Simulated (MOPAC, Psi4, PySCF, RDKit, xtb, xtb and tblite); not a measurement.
Two geometries of SMILES C#Cc1ccc(C=O)cc1 (C9H6O), relaxed at GFN2-xTB with one dihedral held; other torsions can differ between them too.

Structure A

```
16

C      3.8423    -0.3288     0.1175
C      2.6463    -0.2212     0.1094
C      1.2378    -0.0946     0.0983
C      0.6450     1.1070    -0.2992
C     -0.7272     1.2240    -0.3120
C     -1.5330     0.1493     0.0724
C     -2.9919     0.2937     0.0752
O     -3.6066     1.1783    -0.4647
C     -0.9366    -1.0435     0.4849
C      0.4355    -1.1705     0.4884
H      4.8873    -0.4221     0.1246
H      1.2724     1.9355    -0.5928
H     -1.2056     2.1420    -0.6196
H     -3.5190    -0.5227     0.6105
H     -1.5591    -1.8726     0.7904
H      0.9027    -2.0943     0.7964
```

Structure B

```
16

C      3.8542    -0.3400     0.1399
C      2.6584    -0.2301     0.1352
C      1.2500    -0.0995     0.1303
C      0.6603     1.1024    -0.2694
C     -0.7118     1.2333    -0.2627
C     -1.5188     0.1660     0.1330
C     -2.9807     0.2769     0.0564
O     -3.7369    -0.6409    -0.1328
C     -0.9269    -1.0428     0.5055
C      0.4445    -1.1725     0.5207
H      4.8989    -0.4371     0.1438
H      1.2897     1.9225    -0.5820
H     -1.1699     2.1627    -0.5698
H     -3.3546     1.3195     0.1265
H     -1.5657    -1.8659     0.7891
H      0.9074    -2.1003     0.8227
```

Problem. Which is lower in energy at the level PBE0-D3(BJ)/def2-SVP // GFN2-xTB run with Psi4 1.11, and by how much?

Solution. A is lower, by 1.45 kcal/mol (dihedral C5–C6–C7–O8: 15° in A, 150° in B).

E(B) − E(A) in kcal/mol at the other levels, on the same two geometries: GFN2-xTB (xtb and tblite) 0.84; MMFF94 // GFN2-xTB (RDKit) 1.21; PBE0/def2-SVP // GFN2-xTB (Psi4) 1.45; PBE/def2-SVP // GFN2-xTB (Psi4) 1.50; PBE-D3(BJ)/def2-SVP // GFN2-xTB (Psi4) 1.51; UFF // GFN2-xTB (RDKit) 1.07; AM1, restricted, heats of formation // GFN2-xTB (MOPAC) 0.57; PM3, restricted, heats of formation // GFN2-xTB (MOPAC) 0.32; GFN1-xTB // GFN2-xTB (xtb) 0.90; restricted B3LYP/6-31G*, spherical d, density fitting // GFN2-xTB (PySCF) 1.44; restricted B3LYP/3-21G, density fitting // GFN2-xTB (PySCF) 1.92; restricted BP86/6-31G*, spherical d, density fitting // GFN2-xTB (PySCF) 1.47.
